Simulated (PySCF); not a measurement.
A structure optimised at B3LYP-D3(BJ)/def2-TZVP, used in a PySCF frequency run:

```
P
H 1 1.4205
H 1 1.4205 2 92.31
P 1 2.2503 2 93.69 3 93.85
H 4 1.4205 1 93.69 2 180.00
H 4 1.4205 5 92.31 1 93.85
```
Charge 0, spin multiplicity 1.

Q: Write its SMILES, formula and point group.

A: PP, H4P2, C2h

Q: What are its rotational constants (standard atomic weights)?

A: 64.652, 5.7259, 5.6842 GHz
